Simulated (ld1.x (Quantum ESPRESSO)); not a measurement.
**Before and after: TM potential for P**

```json
{
 "Element": "P",
 "Generator": "ld1.x (Quantum ESPRESSO) 7.5",
 "Type": "norm-conserving Troullier–Martins (Kleinman–Bylander form)",
 "Functional": "PBE",
 "Relativity": "scalar-relativistic",
 "Frozen core": "[Ne]",
 "Valence charge": "5",
 "Reference configuration": "3s2 3p3",
 "Partial waves": "3s (bound): rc 1.10 bohr; 3p (bound): rc 1.20 bohr; 3d channel at 0.1 Ry: rc 0.90 bohr",
 "Local potential": "the d channel",
 "Core correction": "a·sin(br)/r model core inside 0.85 bohr"
}
```

All-electron outer shells of the reference configuration (PBE, scalar-relativistic, ld1.x):

| shell | level (eV) | outermost node (bohr) | outermost maximum (bohr) |
| --- | --- | --- | --- |
| 2s | -173.99 | 0.14 | 0.42 |
| 2p | -124.49 | – | 0.36 |
| 3s | -13.97 | 0.65 | 1.58 |
| 3p | -5.51 | 0.64 | 1.83 |

Change: wave 3d channel at 0.1 Ry: rc 0.90 bohr becomes 3d channel at 0.1 Ry: rc 0.86 bohr.

Cutoffs: the cutoffs (Ry, on a coarse ladder) from which the occupation-weighted sum of valence levels, in a spherical-Bessel basis at the reference potential, stays within 10 and 1 mRy of its value at 400 Ry; they do not see the model core or the augmentation charge, which bear on the density cutoff. Errors are all-electron minus pseudo energies relative to the spin-unpolarised reference configuration.

Task: Predict the effect on cutoff, ghosts and configuration errors.

Result: The potential gets neither clearly harder nor softer (80 Ry and 200 Ry → 80 Ry and 200 Ry); both files keep a bound ghost (s); of the 7 tests that both files solve, the error grows in 1 and shrinks in 2 by more than 15 % and 0.3 meV (median size 5.7 → 4.2 meV).

| quantity | base | changed |
| --- | --- | --- |
| cutoff, loose | 80 Ry | 80 Ry |
| cutoff, tight | 200 Ry | 200 Ry |
| bound ghosts | s | s |
| error for 3s2 3p2, meV [ΔE 9.73 eV] | +3.7 | +4.2 |
| error for 3s2 3p1, meV [ΔE 28.88 eV] | +14 | +17 |
| error for 3s2 3p0, meV [ΔE 58.62 eV] | -10 | +0.9 |
| error for 3s1 3p0, meV [ΔE 110.62 eV] | -13 | +4.4 |
| error for 3s1 3p4, meV [ΔE 8.53 eV] | +0.4 | +0.6 |
| error for 3s0 3p5, meV [ΔE 17.20 eV] | +5.7 | +6.2 |
| error for 3s2 3p2.5, meV [ΔE 3.77 eV] | +0.7 | +0.8 |
| s: phases at 1.30 bohr within 0.05 rad from the reference energy up to (Ry; the scan ends near 5) | to the end of the scan | to the end of the scan |
| p: phases at 1.30 bohr within 0.05 rad from the reference energy up to (Ry; the scan ends near 5) | 0.8 | 0.8 |
| d: phases at 1.30 bohr within 0.05 rad from the reference energy up to (Ry; the scan ends near 5) | to the end of the scan | to the end of the scan |

 A true bound ghost makes a file unfit for plane-wave use even where its test errors are small: the radial tests pick states by their node count and pass the ghost by.
